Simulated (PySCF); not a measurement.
Compound: C5H10ClO (doublet state).
SMILES with atom numbers: `[CH3:1][CH2:2][C:3]([CH2:4][OH:5])[CH2:6][Cl:7]` (hydrogens: H8, H9, H10 on C1; H11, H12 on C2; H13, H14 on C4; H15 on O5; H16, H17 on C6)

Structure used (GFN2-xTB), in Å, numbered top down from 1:
```xyz
17
C5H10ClO angstrom
C      1.9588    0.3018   -0.3839
C      0.6599    0.0805   -1.1773
C     -0.5253   -0.0178   -0.2814
C     -0.8993   -1.3632    0.2480
O     -1.7825   -1.3461    1.3321
C     -1.1531    1.1461    0.2474
Cl    -0.4018    1.5715    2.0137
H      2.7997    0.3952   -1.0664
H      2.1423   -0.5361    0.2836
H      1.8872    1.2069    0.2120
H      0.7550   -0.8378   -1.7611
H      0.5310    0.9188   -1.8658
H     -1.4003   -1.9508   -0.5352
H      0.0237   -1.9143    0.5071
H     -1.4433   -0.7239    1.9905
H     -2.1950    1.0175    0.5233
H     -0.9640    2.0638   -0.2967
```

The hyperfine couplings belong to this conformer and change with its torsions.

Computed, not measured: PySCF, UKS B3LYP, pcH-1 on C Cl H O, non-relativistic, mean-field spin-orbit, GIAO. Isolated species at its GFN2-xTB geometry (one conformer only). Couplings are sensitive to structure, and on GFN2-xTB geometries they can be far from those on DFT ones. No stability test was run, so a lower SCF solution isn't excluded.

What is the g tensor, term by term?

| Δg (ppm) | 1 | 2 | 3 |
| --- | --- | --- | --- |
| relativistic mass correction | -192 | -192 | -192 |
| gauge correction | -14 | 19 | 26 |
| orbital Zeeman/spin–orbit | 57 | 1457 | 3718 |
| total | -148 | 1284 | 3552 |

So g = 2.00217, 2.00360, 2.00587 and g_iso = 2.00388; the tensor is rhombic: the two nearest values differ by 39 % of g3 − g1. Axes: g1 points within 15° of the C6–Cl7 bond.

At 9.319 GHz, how far is the centre of the isotropic spectrum from where a free electron (g = 2.002319) resonates?

B = hν/(g μB) with μB/h = 13.99624 MHz/mT gives 332.53 mT for the free electron and 332.27 mT at g_iso, 0.26 mT lower.

What effective moment and Curie constant follow for a powder?

With the mean of g² = 4.0155 and S(S+1) = 0.75: μ_eff = √(⟨g²⟩S(S+1)) = 1.735 μB and χT = 0.12505·⟨g²⟩·S(S+1) = 0.377 cm³ K/mol (cgs; spin-Hamiltonian part alone).

In a frozen sample, at which fields do the three g values resonate at 9.5, 34, 94 and 263 GHz (hyperfine left aside), and which band first spreads them over more than twice a line width of 0.3 mT?

```
band    GHz  B(g3) mT  B(g2) mT  B(g1) mT  spread mT
   X    9.5    338.38    338.77    339.01       0.63
   Q   34.0   1211.06   1212.43   1213.29       2.24
   W   94.0   3348.21   3352.00   3354.40       6.19
   J  263.0   9367.87   9378.48   9385.19      17.31
```

The spread grows in proportion to the frequency. X band is the first where it exceeds 0.6 mT.

The largest Mulliken spin populations are on C3 (+0.81), Cl7 (+0.20) and C4 (-0.06). The angles at C3 add up to 359.1°, so it is planar.

The HOMO–LUMO gaps are 5.69 eV among the α and 4.94 eV among the β orbitals.
